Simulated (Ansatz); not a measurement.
Ansatz (an electronic-structure program) input (SVWN5/def2-TZVP):

Ansatz 0.2 input:
```yaml
crystal:
  periodic: [false, false, false]
  atoms:
    - {symbol: O, position_ang: [-1.36687604, 0.55831406, -0.03290379]}
    - {symbol: Se, position_ang: [0.00828182, -0.28161326, 0.00618097]}
    - {symbol: O, position_ang: [1.33167830, 0.63854228, 0.00663467]}
basis:
  gaussian:
    orbitals: def2-TZVP
hamiltonian:
  xc: {name: SVWN5}
relax: {f_tol: 0.003, max_steps: 100}
```

End of the output:

```
integrals: 0.03 GiB planned
689 factors; their error is unknown
mean field: 0.25 GiB planned
mean field evaluation 1: about -69307.4766 eV, gradient 9.5e1 eV
mean field evaluation 2: about -69192.2390 eV, gradient 2.5e2 eV
mean field evaluation 4: about -69322.5117 eV, gradient 9.5e0 eV
mean field evaluation 8: about -69322.7306 eV, gradient 2.9e-1 eV
mean field evaluation 16: about -69322.7033 eV, gradient 9.9e-5 eV
mean field -69322.70332004 eV, -2547.5623583953 hartree, gradient 4.4e-6 eV, S^2 0.000000; 0 other end points of the search recorded, 0 dependent functions left out
the calculation of the forces begins
reference -69322.70334353 eV, -2547.5623592587 hartree; 25, 25 occupied and 85, 85 virtual orbitals, 689 factors
relax step   1: F+E_penalty+E_count = -69322.70332004 eV  Δ(F+E_penalty+E_count) = +0.000e0 eV  max|allowed force component| = 3.364e-2 eV/Å  Δτ_max = 0.0000 Å  (30 SCF iters, accepted)
these checks for a lower state are left out or cut short: starts, cluster_reference, orbital_swaps, neighbouring_geometries, increment
integrals: 0.03 GiB planned
689 factors; their error is unknown
mean field: 0.25 GiB planned
mean field -69322.70334724 eV, -2547.5623593950 hartree, gradient 7.0e-5 eV, S^2 0.000000; 0 other end points of the search recorded, 0 dependent functions left out
the calculation of the forces begins
reference -69322.70337073 eV, -2547.5623602584 hartree; 25, 25 occupied and 85, 85 virtual orbitals, 689 factors
relax step   2: F+E_penalty+E_count = -69322.70334724 eV  Δ(F+E_penalty+E_count) = -2.720e-5 eV  max|allowed force component| = 1.429e-2 eV/Å  Δτ_max = 0.0007 Å  (20 SCF iters, accepted)
these checks for a lower state are left out or cut short: starts, cluster_reference, orbital_swaps, neighbouring_geometries, increment
integrals: 0.03 GiB planned
689 factors; their error is unknown
mean field: 0.25 GiB planned
mean field -69322.70335347 eV, -2547.5623596242 hartree, gradient 5.5e-5 eV, S^2 0.000000; 0 other end points of the search recorded, 0 dependent functions left out
the calculation of the forces begins
reference -69322.70337697 eV, -2547.5623604876 hartree; 25, 25 occupied and 85, 85 virtual orbitals, 689 factors
relax step   3: F+E_penalty+E_count = -69322.70335347 eV  Δ(F+E_penalty+E_count) = -6.237e-6 eV  max|allowed force component| = 3.428e-4 eV/Å  Δτ_max = 0.0005 Å  (20 SCF iters, accepted)
integrals: 0.03 GiB planned
689 factors; their error is unknown
mean field: 0.25 GiB planned
mean field evaluation 32: about -69307.4682 eV, gradient 9.5e1 eV
mean field -69322.70335347 eV, -2547.5623596242 hartree, gradient 5.5e-5 eV, S^2 0.000000; 1 other end points of the search recorded, 0 dependent functions left out
the calculation of the forces begins
reference -69322.70337697 eV, -2547.5623604876 hartree; 25, 25 occupied and 85, 85 virtual orbitals, 689 factors
Total energy: -69322.70337697 eV, -2547.5623604876 hartree
Atom 0 at    -1.368091     0.558096    -0.032918 Å, force     0.000063    -0.000170     0.000005 eV/Å
Atom 1 at     0.008271    -0.281250     0.006173 Å, force    -0.000010     0.000343    -0.000008 eV/Å
Atom 2 at     1.332904     0.638397     0.006657 Å, force    -0.000053    -0.000173     0.000003 eV/Å
Dipole moment:     0.016238    -0.552151     0.012119 e Å
```
